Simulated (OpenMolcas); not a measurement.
Tb²⁺: effect of the basis set

```json
{"Program": "OpenMolcas 26.06", "Method": "MS-CASPT2, IPEA 0.25 Eh, imaginary shift 0.1 Eh (closed shells correlated: 5s 5p)", "Active space": "9 electrons in 7 orbitals (4f)", "State averaging": "2S+1 = 6 odd, 21 roots; 2S+1 = 4 odd, 224 roots (128 in the spin-orbit step); 2S+1 = 2 odd, 249 roots kept (CI in the orbitals of an earlier block, 143 in the spin-orbit step)", "Spin-orbit coupling": "state interaction with AMFI integrals over the reference wave functions, term energies averaged over their components"}
```

A. ANO-R1 [7s5p3d2f], X2C, finite nucleus; CASPT2 step of the order of 100 core-seconds
B. ANO-RCC-VDZP [7s6p4d2f1g], DKH2, point nucleus; CASPT2 step of the order of 120 core-seconds
C. ANO-R2 [8s6p4d3f1g], X2C, finite nucleus; CASPT2 step roughly 90 core-seconds
D. ANO-RCC-VTZP [8s7p5d3f2g1h], DKH2, point nucleus; CASPT2 step of the order of 4 core-minutes
E. ANO-RCC-VQZP [9s8p6d4f3g2h], DKH2, point nucleus; CASPT2 step roughly 12 core-minutes
F. ANO-R3 [9s8p5d5f3g2h], X2C, finite nucleus; CASPT2 step of the order of 15 core-minutes

Energies in eV above 4f⁹ ⁶H°_15/2, the measured ground level; measured values from Martin, Zalubas and Hagan, Atomic Energy Levels: The Rare-Earth Elements, NSRDS-NBS 60 (1978).

```json
{"Level": "4f⁹ ⁶H°_15/2", "A": "0.0000", "B": "0.0000", "C": "0.0000", "D": "0.0000", "E": "0.0000", "F": "0.0000", "Measured": "0.0000"}
{"Level": "4f⁹ ⁶H°_13/2", "A": "0.360", "B": "0.362", "C": "0.367", "D": "0.367", "E": "0.367", "F": "0.368", "Measured": "0.3477"}
{"Level": "4f⁹ ⁶H°_11/2", "A": "0.619", "B": "0.620", "C": "0.624", "D": "0.623", "E": "0.623", "F": "0.623", "Measured": "0.5870"}
{"Level": "4f⁹ ⁶H°_9/2", "A": "0.820", "B": "0.821", "C": "0.825", "D": "0.824", "E": "0.824", "F": "0.824", "Measured": "0.7759"}
{"Level": "4f⁹ ⁶F°_11/2", "A": "0.935", "B": "0.889", "C": "0.873", "D": "0.842", "E": "0.841", "F": "0.822", "Measured": "0.8022"}
{"Level": "4f⁹ ⁶H°_7/2", "A": "0.978", "B": "0.978", "C": "0.982", "D": "0.981", "E": "0.981", "F": "0.981", "Measured": "0.9202"}
{"Level": "4f⁹ ⁶F°_9/2", "A": "1.091", "B": "1.040", "C": "1.018", "D": "0.988", "E": "0.986", "F": "0.967", "Measured": "0.9450"}
{"Level": "4f⁹ ⁶H°_5/2", "A": "1.097", "B": "1.097", "C": "1.101", "D": "1.101", "E": "1.100", "F": "1.100", "Measured": "1.0273"}
{"Level": "4f⁹ ⁶F°_7/2", "A": "1.286", "B": "1.237", "C": "1.219", "D": "1.188", "E": "1.186", "F": "1.167", "Measured": ""}
{"Level": "4f⁹ ⁶F°_5/2", "A": "1.433", "B": "1.385", "C": "1.368", "D": "1.336", "E": "1.334", "F": "1.315", "Measured": "1.2672"}
{"Level": "4f⁹ ⁶F°_3/2", "A": "1.524", "B": "1.474", "C": "1.455", "D": "1.422", "E": "1.420", "F": "1.400", "Measured": ""}
{"Level": "4f⁹ ⁶F°_1/2", "A": "1.578", "B": "1.528", "C": "1.510", "D": "1.476", "E": "1.473", "F": "1.453", "Measured": ""}
{"Level": "4f⁹ ⁴F°_9/2(1) [69 %]", "A": "2.588", "B": "2.470", "C": "2.381", "D": "2.367", "E": "2.343", "F": "2.335", "Measured": ""}
{"Level": "4f⁹ ⁴I°_15/2(1) [64 %]", "A": "2.737", "B": "2.675", "C": "2.585", "D": "2.560", "E": "2.539", "F": "2.528", "Measured": ""}
{"Level": "4f⁹ ⁴G°_11/2(1)", "A": "2.875", "B": "2.758", "C": "2.660", "D": "2.639", "E": "2.614", "F": "2.606", "Measured": ""}
{"Level": "4f⁹ ⁴M°_21/2", "A": "3.066", "B": "3.105", "C": "3.017", "D": "3.008", "E": "2.997", "F": "2.994", "Measured": ""}
{"Level": "4f⁹ ⁴I°_13/2(1)", "A": "3.093", "B": "3.028", "C": "2.939", "D": "2.915", "E": "2.895", "F": "2.883", "Measured": ""}
{"Level": "4f⁹ ⁴F°_7/2(1) [63 %]", "A": "3.099", "B": "2.979", "C": "2.889", "D": "2.871", "E": "2.846", "F": "2.837", "Measured": ""}
{"Level": "4f⁹ ⁴M°_19/2 [61 %]", "A": "3.213", "B": "3.237", "C": "3.148", "D": "3.126", "E": "3.113", "F": "3.105", "Measured": ""}
{"Level": "4f⁹ ⁴I°_11/2(1)", "A": "3.351", "B": "3.282", "C": "3.194", "D": "3.171", "E": "3.150", "F": "3.138", "Measured": ""}
{"Level": "4f⁹ ⁴I°_9/2(1)", "A": "3.504", "B": "3.429", "C": "3.340", "D": "3.316", "E": "3.293", "F": "3.280", "Measured": ""}
{"Level": "4f⁹ ⁴G°_9/2(1) [64 %]", "A": "3.573", "B": "3.460", "C": "3.369", "D": "3.349", "E": "3.324", "F": "3.316", "Measured": ""}
{"Level": "4f⁹ ⁴M°_17/2 [57 %]", "A": "3.588", "B": "3.598", "C": "3.511", "D": "3.493", "E": "3.481", "F": "3.477", "Measured": ""}
{"Level": "4f⁹ ⁴L°_19/2 [59 %]", "A": "3.787", "B": "3.792", "C": "3.704", "D": "3.668", "E": "3.653", "F": "3.642", "Measured": ""}
```

Deviations, from unrounded energies. A percentage is the sum of absolute deviations over the sum of measured energies, with the sign that they share, or ± where signs differ.

| Against measurement | Levels | A | B | C | D | E | F |
| --- | --- | --- | --- | --- | --- | --- | --- |
| mean absolute deviation (cm-1) | 8 | 670 | 520 | 490 | 390 | 380 | 330 |
| fine structure of the ground term (%) | 5 | +5.9 | +6.0 | +6.6 | +6.5 | +6.4 | +6.5 |
| other terms of the ground configuration (%) | 3 | +14.8 | +9.9 | +8.1 | +5.0 | +4.8 | +3.0 |

F lies closest to measurement on these levels and A furthest from it. The largest miss of F in the table is 4f⁹ ⁶H°_5/2, by +590 cm-1. The ranking rests on the paired levels alone, and a cruder setting can come out closer through cancelling errors.

The two smallest mean deviations differ by little beside CASPT2's spread within terms, so their order carries little weight.

Among A to F the level of the table that moves most is 4f⁹ ⁴G°_11/2(1), by 2200 cm-1 (lowest in F, highest in A). Moves below CASPT2's spread within the term are not significant.

CASPT2 breaks the degeneracy within a term, and the mean is taken; among the terms shown or strongly mixed into the levels shown the widest spread is 360 cm-1 (4f⁹ ⁶H°, D). Blocks of more than 70 roots (2S+1 = 4 odd, 2 odd) ran without multistate coupling. High states are left out of the spin-orbit mixing, which shifts the levels that they would mix with. Some terms miss by over 15 % even with CASPT2, which points to a basis or an active space too small for the shells correlated (holds for A). Measured partners are found by configuration, term and J. A level has none where our copy of the source lacks it or the pairing is in doubt (some pairs that miss far off the trend of their configuration count as doubtful), and it then counts in no deviation. Only configurations of the active space appear. The table leaves out levels that lie high or whose names do not pair safely across all columns.

A share in square brackets marks a mixed level and gives the weight of the term that names it, the lowest over the columns. A number in round brackets counts repeated terms of one configuration in the order of the reference energies. ° marks odd parity.
